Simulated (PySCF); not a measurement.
Species: C4H4F3NO.
SMILES: `CO[C@@]1(C(F)(F)F)C=N1`

A PySCF run (density fitting, gas phase, GFN2-xTB geometry) gave HOMO -6.64 eV, LUMO -2.28 eV, dipole 1.70 D.

Task: Which of these levels was it?
A. mPW1PW91/MINI
B. PBE0/6-31G*
C. PW91/def2-SVP
D. PBE0/6-311G**

Result: C. It is PW91/def2-SVP. All candidates on this geometry:

```
             level and settings           kind  basis functions  SCF cycles     E (Eh)  HOMO (eV)  LUMO (eV)  dipole (D)
                  PW91/def2-SVP            GGA              146          15  -583.6379      -6.64      -2.28        1.70
mPW1PW91/MINI, start guess atom  global hybrid               49          10  -579.8842      -9.39      -2.97        1.42
                  PBE0/6-311G**  global hybrid              186          14  -583.8049      -8.14      -1.14        1.94
                    PBE0/6-31G*  global hybrid              134          14  -583.6409      -7.93      -0.87        1.77
```

The nearest other candidate, by the summed differences of HOMO and LUMO, is PBE0/6-311G**: its HOMO differs by -1.50 eV and its LUMO by +1.14 eV. Cycle counts include a coarse-grid stage where the run had one. All basis functions are spherical, in the Pople sets too.

The values belong to the conformer `[CH3:1][O:2][C@@:3]1([C:4]([F:5])([F:6])[F:7])[CH:8]=[N:9]1`: C1–O2–C3–C4 79°, O2–C3–C4–F5 159°.
